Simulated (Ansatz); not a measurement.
Compare A (`C=C1[CH2][AlH][NH]1`) with its isomer B (`N=[CH][Al]1[CH2][CH2]1`).

Isolated molecules relaxed with PBE0-D4/def2-TZVP in Ansatz; ΔE leaves out vibrations. CCSD(T)/CBS adds triple-zeta CCSD(T) − MP2 to the extrapolated MP2 energy (def2 sets, frozen cores). DFT in def2-TZVPP. B3LYP here is the variant with VWN-RPA as its local correlation; programs differ in this. One conformer a species, not always the lowest.

(1) Which is lower in electronic energy at CCSD(T)/CBS, and by how much? (An estimate is asked.)

(2) Give E(B) − E(A) in kcal/mol with PBE-D4, PBE0-D4, CCSD/def2-TZVPP, r2SCAN-D4, ωB97M-V, MP2/def2-TZVPP, B3LYP. (Estimate.)

Largest T1 diagnostic: 0.013.

## Answers

(1) The calculation gave: A, by 52.2 kcal/mol.

(2) Computed: PBE-D4 50.9, PBE0-D4 53.3, CCSD/def2-TZVPP 51.8, r2SCAN-D4 53.5, ωB97M-V 52.3, MP2/def2-TZVPP 54.1, B3LYP 51.0. None reverses the order clearly.

From PBE to PBE0 (25 % exact exchange), in def2-TZVPP and without D4, E(B) − E(A) moves by +2.6 kcal/mol. The D4 term adds +1.5 kcal/mol with B3LYP and +0.8 kcal/mol with PBE0; it sums over pairs of atoms, weighted by their polarisabilities, and B3LYP, whose exchange is more repulsive, gets the larger term.
